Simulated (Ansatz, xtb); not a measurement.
**C3H3FN2S: which of two isomers lies lower**

Structure X is `Fc1[nH]ncc1S`, a singlet and structure Y is `Fc1n[nH]cc1S`, a singlet. Both are isolated molecules in the gas phase, relaxed with B3LYP-D3(BJ)/def2-SVP; the shapes shown needn't be the lowest conformers.

X (Å):

```xyz
10

C     0.7700    0.8045   -2.2385
C     1.6527   -0.2453   -0.5278
C     1.5964    1.0325   -1.1566
F     0.3521    1.6275   -3.1880
N     0.3936   -0.4983   -2.2165
N     0.9284   -1.1545   -1.1717
S     2.3994    2.5225   -0.6505
H    -0.2111   -0.9744   -2.8754
H     2.2017   -0.5177    0.3729
H     1.9135    3.2801   -1.6595
```

Y (Å):

```xyz
10

C     0.0370    0.7575   -1.4041
C     2.0750   -0.0398   -1.6412
C     1.4021    1.0870   -1.1810
F    -0.9991    1.5279   -1.1315
N    -0.1299   -0.4266   -1.9505
N     1.1257   -0.9002   -2.0803
S     2.0835    2.5101   -0.3895
H     1.2620   -1.8235   -2.4731
H     3.1386   -0.2649   -1.6730
H     1.8810    3.3880   -1.4027
```

Problem. Estimate E(Y) − E(X) at the level CCSD(T)/def2-SVP + ΔMP2/def2-TZVPP.

Solution. Calculated at CCSD(T)/def2-SVP + ΔMP2/def2-TZVPP: E(Y) − E(X) = −0.237 eV, so structure Y lies lower.

How the difference moves with the method:

```json
{"level": "B3LYP-D3(BJ)/def2-SVP", "geometry": "B3LYP-D3(BJ)/def2-SVP", "E(Y) − E(X) (eV)": "−0.214", "departure from the last row (eV)": "+0.023", "job, with rough time for the two": "optimisation, 1.9 min"}
{"level": "HF/def2-SVP", "geometry": "B3LYP-D3(BJ)/def2-SVP", "E(Y) − E(X) (eV)": "−0.307", "departure from the last row (eV)": "−0.070", "job, with rough time for the two": "part of the CCSD(T) run"}
{"level": "MP2/def2-SVP", "geometry": "B3LYP-D3(BJ)/def2-SVP", "E(Y) − E(X) (eV)": "−0.234", "departure from the last row (eV)": "+0.002", "job, with rough time for the two": "part of the CCSD(T) run"}
{"level": "CCSD(T)/def2-SVP", "geometry": "B3LYP-D3(BJ)/def2-SVP", "E(Y) − E(X) (eV)": "−0.245", "departure from the last row (eV)": "−0.009", "job, with rough time for the two": "single point"}
{"level": "CCSD(T)/def2-SVP + ΔMP2/def2-TZVPP", "geometry": "B3LYP-D3(BJ)/def2-SVP", "E(Y) − E(X) (eV)": "−0.237", "departure from the last row (eV)": "", "job, with rough time for the two": "single point, 65 s"}
```

As drawn, both hold the same kinds of bond in the same numbers.

None of the levels shown reverses the order. The largest departure from CCSD(T)/def2-SVP + ΔMP2/def2-TZVPP is that of HF/def2-SVP, 0.070 eV. No reliable frequencies are at hand for Y, so it isn't confirmed as a minimum. Levels run at GFN2-xTB geometries aren't shown. The last row adds to CCSD(T) the change of the MP2 difference between the two basis sets, here +0.009 eV.

The correlated steps freeze 11 core orbitals. Codes used: Ansatz 0.2.0, xtb 6.7.1; the last row on 2 threads of Arm Neoverse V2 on a shared host.
